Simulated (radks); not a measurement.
Neutral bromine inside a hard spherical wall (all orbitals vanish at R), configuration held at [Ar] 3d10 4s2 4p5 and not refilled when levels cross. Calculated with a radial shooting solver on a logarithmic mesh with Libxc functionals: non-relativistic Kohn-Sham, r2SCAN, spin-polarised, spherical densities, point nucleus; open shells are filled with parallel spins first; meta-GGA in the generalised Kohn-Sham scheme. Eigenvalues in eV for spin up, with the zero of energy where the potential of the charges vanishes at infinity; a dash marks a level that is unbound or too diffuse for the functional's potential to be trusted. A positive occupied level is held by the wall or, in an anion where self-interaction has pushed it up, behind a barrier. The pressure on the wall is -dE/dV.

R (bohr)  E (hartree)  kinetic (hartree)    e(3p)    e(3d)    e(4s)   e(4p)  e(5s, empty)  e(5p, empty)  pressure (GPa)
free      -2574.14089           2572.641  -175.79  -69.684  -20.661  -8.641             -             -               0
15        -2574.14089           2572.641  -175.79  -69.684  -20.661  -8.641             -             -        < 0.0001
8         -2574.14048           2572.646  -175.76  -69.652  -20.634  -8.616         1.828         4.478          0.0235
6         -2574.13135           2572.721  -175.35  -69.246  -20.324  -8.302         5.070         9.787           0.990
4         -2573.89369           2574.057  -170.81  -64.740  -17.071  -4.592        22.595        32.010            61.6
2.5       -2570.50414           2586.690  -148.24  -42.559    4.266  20.960        112.85        130.00            2680
2         -2563.94686           2607.223  -126.51  -21.049   36.029  57.279        224.44        244.60           13200
